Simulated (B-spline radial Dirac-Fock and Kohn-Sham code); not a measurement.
**Kohn-Sham estimates against Dirac-Fock for the levels of Tb⁴⁸⁺**

System: terbium as Tb⁴⁸⁺, configuration [Ne] 3s2 3p5.

The density-functional columns are spherical, spin-unpolarised Dirac-Kohn-Sham results without Breit or QED terms: −ε is minus the orbital energy of the initial state and ΔSCF the difference of two total energies. The reference in the last column comes from Dirac-Fock ΔSCF + Breit + QED. All numbers are from a radial finite-basis atomic code, in eV; a selection of levels is shown. For the 1s level of heavy atoms much of the gap between ΔSCF and the reference is the Breit and QED part, -228.6 eV here; for other levels the error of the functional can be larger.

| level | LDA −ε | LDA ΔSCF | Dirac-Fock |
| --- | --- | --- | --- |
| K | 54954.2 | 55468.1 | 55251.6 |
| L1 | 11677.5 | 11802.2 | 11843.3 |
| L2 | 11288.9 | 11439.1 | 11413.5 |
| M1 | 4536.5 | 4588.9 | 4601.9 |
| M2,3 | 4263.0 | 4316.8 | 4308.9 |

Values without a named source are computed, but for edge energies of neutral atoms, which are taken from tables.
